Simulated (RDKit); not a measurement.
Job for RDKit: MMFF94 on N2 (SMILES N#N).

```python
from rdkit import Chem
from rdkit.Chem import AllChem, rdDetermineBonds

blocks = [
'''2

N     1.14415365    0.98749963   -0.19306015
N     0.77129285    0.24647173    0.51469045
''',
]
mol = None
for b in blocks:
    f = Chem.MolFromXYZBlock(b)
    rdDetermineBonds.DetermineBonds(f, charge=0)
    mol = f if mol is None else Chem.CombineMols(mol, f)
Chem.SanitizeMol(mol)
print(Chem.MolToSmiles(Chem.RemoveHs(mol)))
ff = AllChem.MMFFGetMoleculeForceField(mol, AllChem.MMFFGetMoleculeProperties(mol), nonBondedThresh=100.0, ignoreInterfragInteractions=False)
e = ff.CalcEnergy()
print(f'MMFF94 energy {e:.6f} kcal/mol')
```

The log:

```
N#N
MMFF94 energy 55.885112 kcal/mol
```

The run finished.

Cost: about 0.03 core-seconds (a rough figure).
